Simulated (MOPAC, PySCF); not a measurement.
C2HNS, SMILES `N#CC=S`, neutral singlet in the gas phase. 

Cartesian coordinates (Å):
SMILES: N#CC=S
```xyz
5

N      2.0391    -0.1189     0.2889
C      0.8931    -0.0283     0.1912
C     -0.5181     0.1053     0.0565
S     -1.5789    -0.9326     0.6935
H     -0.8351     0.9746    -0.5181
```
Charge 0, multiplicity 1.

All levels are single points at this geometry (B3LYP-D3(BJ)/def2-TZVP); Pople sets use spherical d functions. Orbital energies aren't observables, and empty levels follow the basis.

```
level                            HOMO (eV)  LUMO (eV)  gap (eV)  dipole (D)  vertical IE, Delta-SCF (eV)
-------------------------------  ---------  ---------  --------  ----------  ---------------------------
B3LYP-D3(BJ)/def2-TZVP in PySCF      -7.43      -4.11      3.32        2.58                         9.99
B3LYP/3-21G in PySCF                 -7.26      -3.84      3.43        2.17                            –
HF/6-31G* in PySCF                  -10.63      -0.23     10.40        2.68                            –
AM1 in MOPAC                         -9.40      -2.09      7.31        1.92                            –
PM6 in MOPAC                         -9.71      -2.28      7.44        2.61                            –
PM7 in MOPAC                         -9.58      -2.38      7.21        2.89                            –
```
